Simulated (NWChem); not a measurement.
System meant: GeNH3O, singlet; SMILES [OH][Ge][NH2]

Input file for NWChem:

```
start job
memory heap 200 mb stack 900 mb global 1100 mb
geometry units angstroms noautoz
  Ge    -0.464844     0.044374     0.000000
  O      0.728120     1.412546     0.000000
  H      1.656075     1.125897     0.000000
  N      0.720325    -1.376384     0.000000
  H      1.734777    -1.329110     0.000000
  H      0.388230    -2.334479     0.000000
end
basis spherical
  * library def2-svp
end
dft
  odft
  mult 2
  xc pbe0
  iterations 150
  mulliken
end
task dft energy
```

End of the output:

```
                                 NWChem DFT Module
                                 -----------------

 Summary of "ao basis" -> "ao basis" (spherical)
 ------------------------------------------------------------------------------
       Tag                 Description            Shells   Functions and Types
 ---------------- ------------------------------  ------  ---------------------
 Ge                         def2-svp                12       32   5s4p3d
 O                          def2-svp                 6       14   3s2p1d
 H                          def2-svp                 3        5   2s1p
 N                          def2-svp                 6       14   3s2p1d

 Summary of "ao basis" -> "ao basis" (spherical)
 ------------------------------------------------------------------------------
       Tag                 Description            Shells   Functions and Types
 ---------------- ------------------------------  ------  ---------------------
 Ge                         def2-svp                12       32   5s4p3d
 O                          def2-svp                 6       14   3s2p1d
 H                          def2-svp                 3        5   2s1p
 N                          def2-svp                 6       14   3s2p1d

      Symmetry analysis of basis
      --------------------------

        a'         54
        a"         21

  number of electrons :                   50
  multiplicity        :                    2
 ------------------------------------------------------------------------
  no. of electrons and multiplicity not compatible                  50
 ------------------------------------------------------------------------
 ------------------------------------------------------------------------
  current input line :
    21: task dft energy
 ------------------------------------------------------------------------
 ------------------------------------------------------------------------
 There is an error in the input file
 ------------------------------------------------------------------------
 For more information see the NWChem manual at https://nwchemgit.github.io

0: no. of electrons and multiplicity not compatible:Received an Error in Communication
```

Can this run be used? If not, why, and what is the fix?

The program refused the input. Cause: the multiplicity doesn't fit the number of electrons (an even count wants an odd multiplicity, and the reverse). This input runs:
```
start job
memory heap 200 mb stack 900 mb global 1100 mb
geometry units angstroms noautoz
  Ge    -0.464844     0.044374     0.000000
  O      0.728120     1.412546     0.000000
  H      1.656075     1.125897     0.000000
  N      0.720325    -1.376384     0.000000
  H      1.734777    -1.329110     0.000000
  H      0.388230    -2.334479     0.000000
end
basis spherical
  * library def2-svp
end
dft
  xc pbe0
  iterations 150
  mulliken
end
task dft energy
```
It converges to -2208.04944 Ha (PBE0/def2-SVP).
